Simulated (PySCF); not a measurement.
2,2,4-trimethylpentane, C₈H₁₈.
Numbering: `[CH3:1][CH:2]([CH3:3])[CH2:4][C:5]([CH3:6])([CH3:7])[CH3:8]` (hydrogens: H9, H10, H11 on C1; H12 on C2; H13, H14, H15 on C3; H16, H17 on C4; H18, H19, H20 on C6; H21, H22, H23 on C7; H24, H25, H26 on C8)

The same species was optimised twice, with GFN2-xTB and with PBE0-D3(BJ)/def2-SVP (PySCF), and the same property calculations (PySCF, gas phase) were run on both structures.

```json
{"coordinate": "C1–C2 (Å)", "GFN2-xTB": "1.531", "PBE0-D3(BJ)/def2-SVP": "1.528", "change": "-0.003"}
{"coordinate": "C2–C4 (Å)", "GFN2-xTB": "1.536", "PBE0-D3(BJ)/def2-SVP": "1.533", "change": "-0.003"}
{"coordinate": "C5–C6 (Å)", "GFN2-xTB": "1.535", "PBE0-D3(BJ)/def2-SVP": "1.534", "change": "-0.001"}
{"coordinate": "C5–C8 (Å)", "GFN2-xTB": "1.531", "PBE0-D3(BJ)/def2-SVP": "1.533", "change": "+0.002"}
{"coordinate": "C2–C3 (Å)", "GFN2-xTB": "1.527", "PBE0-D3(BJ)/def2-SVP": "1.526", "change": "-0.001"}
{"coordinate": "C4–C5 (Å)", "GFN2-xTB": "1.545", "PBE0-D3(BJ)/def2-SVP": "1.546", "change": "+0.001"}
{"coordinate": "C5–C7 (Å)", "GFN2-xTB": "1.530", "PBE0-D3(BJ)/def2-SVP": "1.530", "change": "0.000"}
{"coordinate": "C2–C4–C5 (°)", "GFN2-xTB": "119.4", "PBE0-D3(BJ)/def2-SVP": "120.5", "change": "+1.1"}
{"coordinate": "C3–C2–C4 (°)", "GFN2-xTB": "113.8", "PBE0-D3(BJ)/def2-SVP": "114.9", "change": "+1.1"}
{"coordinate": "C1–C2–C3 (°)", "GFN2-xTB": "109.0", "PBE0-D3(BJ)/def2-SVP": "110.0", "change": "+1.0"}
{"coordinate": "C4–C5–C7 (°)", "GFN2-xTB": "111.8", "PBE0-D3(BJ)/def2-SVP": "111.1", "change": "-0.7"}
{"coordinate": "C1–C2–C4 (°)", "GFN2-xTB": "108.4", "PBE0-D3(BJ)/def2-SVP": "109.0", "change": "+0.6"}
{"coordinate": "C6–C5–C7 (°)", "GFN2-xTB": "108.5", "PBE0-D3(BJ)/def2-SVP": "108.8", "change": "+0.3"}
{"coordinate": "C4–C5–C8 (°)", "GFN2-xTB": "111.8", "PBE0-D3(BJ)/def2-SVP": "112.1", "change": "+0.3"}
{"coordinate": "C7–C5–C8 (°)", "GFN2-xTB": "109.7", "PBE0-D3(BJ)/def2-SVP": "109.8", "change": "+0.1"}
{"coordinate": "C1–C2–C4–C5 (°)", "GFN2-xTB": "171", "PBE0-D3(BJ)/def2-SVP": "174", "change": "+3"}
{"coordinate": "C2–C4–C5–C6 (°)", "GFN2-xTB": "-159", "PBE0-D3(BJ)/def2-SVP": "-162", "change": "-3"}
```

Rotational constants: A = 2996, B = 1228, C = 1114 MHz (GFN2-xTB) against A = 2976, B = 1224, C = 1109 MHz (PBE0-D3(BJ)/def2-SVP). Point groups within 0.08 Å: C1 and C1.

On the GFN2-xTB structure: HOMO (eV) -8.40 [PBE0/pcSseg-1]; LUMO (eV) 1.31 [PBE0/pcSseg-1]; dipole (D) 0.12 [PBE0/pcSseg-1]; GIAO shielding of C1/C3 (mean) (ppm) 160.1 [PBE0/pcSseg-1]; GIAO shielding of C2 (ppm) 157.3 [PBE0/pcSseg-1]; GIAO shielding of C4 (ppm) 131.4 [PBE0/pcSseg-1]; GIAO shielding of C5 (ppm) 154.8 [PBE0/pcSseg-1]; GIAO shielding of C6/C7/C8 (mean) (ppm) 154.5 [PBE0/pcSseg-1].

Question: What do these properties become on the PBE0-D3(BJ)/def2-SVP structure?

Answer: 
```json
{"property": "HOMO (eV)", "level": "PBE0/pcSseg-1", "on GFN2-xTB": "-8.40", "on PBE0-D3(BJ)/def2-SVP": "-8.45", "change": "-0.05"}
{"property": "LUMO (eV)", "level": "PBE0/pcSseg-1", "on GFN2-xTB": "1.31", "on PBE0-D3(BJ)/def2-SVP": "1.25", "change": "-0.06"}
{"property": "dipole (D)", "level": "PBE0/pcSseg-1", "on GFN2-xTB": "0.12", "on PBE0-D3(BJ)/def2-SVP": "0.12", "change": "0.00"}
{"property": "energy, GFN2-xTB geometry as zero (kcal/mol)", "level": "PBE0/pcSseg-1", "on GFN2-xTB": "0.0", "on PBE0-D3(BJ)/def2-SVP": "-0.8", "change": "-0.8"}
{"property": "GIAO shielding of C1/C3 (mean) (ppm)", "level": "PBE0/pcSseg-1", "on GFN2-xTB": "160.1", "on PBE0-D3(BJ)/def2-SVP": "158.5", "change": "-1.6"}
{"property": "GIAO shielding of C2 (ppm)", "level": "PBE0/pcSseg-1", "on GFN2-xTB": "157.3", "on PBE0-D3(BJ)/def2-SVP": "156.4", "change": "-0.9"}
{"property": "GIAO shielding of C4 (ppm)", "level": "PBE0/pcSseg-1", "on GFN2-xTB": "131.4", "on PBE0-D3(BJ)/def2-SVP": "130.8", "change": "-0.6"}
{"property": "GIAO shielding of C5 (ppm)", "level": "PBE0/pcSseg-1", "on GFN2-xTB": "154.8", "on PBE0-D3(BJ)/def2-SVP": "154.0", "change": "-0.8"}
{"property": "GIAO shielding of C6/C7/C8 (mean) (ppm)", "level": "PBE0/pcSseg-1", "on GFN2-xTB": "154.5", "on PBE0-D3(BJ)/def2-SVP": "152.4", "change": "-2.1"}
```

The heavy atoms differ by 0.024 Å rms after alignment. Among bonds between heavy atoms C1–C2, C2–C4 and C5–C8 change most and about equally (-0.003 to +0.002 Å). Changes are differences of the printed values. Neither structure is proved a minimum here.

The values belong to the conformer `[CH3:1][CH:2]([CH3:3])[CH2:4][C:5]([CH3:6])([CH3:7])[CH3:8]`: C1–C2–C4–C5 174°, C2–C4–C5–C6 -162°.
